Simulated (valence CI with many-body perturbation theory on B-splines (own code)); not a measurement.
Gd XV: key properties

Computed by valence CI with perturbative core correlation (CI+MBPT): four valence electrons over a frozen Dirac-Fock core [Kr] 4d10, radial functions for each j: 8 s, 8 p, 9 d, 9 f, 6 g, 3 h, 2 i, with the one-electron correlation potential Σ1 (screened to all orders), the two-electron term Σ2, the three-electron term Σ3, Breit, model QED; selected single and double excitations, second order for the rest, scaled by the run's own slope (own B-spline code, finite nucleus).

No measured spectrum was set against this ion. As an estimate, terms of the open shell hold to a few per cent of their energy, and close levels can change places; configurations with another count of f electrons can be misplaced by thousands of cm⁻¹. Core correlation moves these levels by up to 44000 cm⁻¹, and in measured spectra 5 to 20 % of such shifts remained as error; rates that hang on mixing are uncertain with them.

Rates and lifetimes use the calculated energies. Strong lines usually hold to 10 to 20 %, long lifetimes can be off by a factor of two.

Problem. What is the ground level?

Solution. 4f3 5s 5I°_4, composition 96 % 4f3 5s 5I° + 4 % 4f3 5s 3H°, g = 0.606.

Problem. How well does LS coupling describe the low levels?

Solution. Among the lowest 20 levels the leading LS term, summed over configurations, holds 86 % on average. For single configurations the figures are 85 % in LS and 58 % in jj coupling. Terms mix most in the J = 5 level at 26614 cm⁻¹, where the leading one holds 43 %.

Problem. Where does the other parity begin?

Solution. At 4f4 5I_4, 21535 cm⁻¹.

Problem. Name the longest-lived excited levels whose lifetime is computed, and their main decay.

Solution. 4f4 5I_4 at 21535 cm⁻¹ lives 10.0 s, mostly by E1 to 4f3 5s 5I°_4; 4f3 5s 5S°_2 at 26295 cm⁻¹ lives 9.89 s, mostly by M1 to 4f3 5s 5F°_1; 4f3 5s 5F°_2 at 22800 cm⁻¹ lives 5.75 s, mostly by M1 to 4f3 5s 5F°_1. The lifetime of 4f3 5s 5F°_1 is too uncertain to give, and may be longer.

Problem. What is the ionisation energy?

Solution. 284.5 eV; NIST lists 288 ± 15 eV (theoretical).
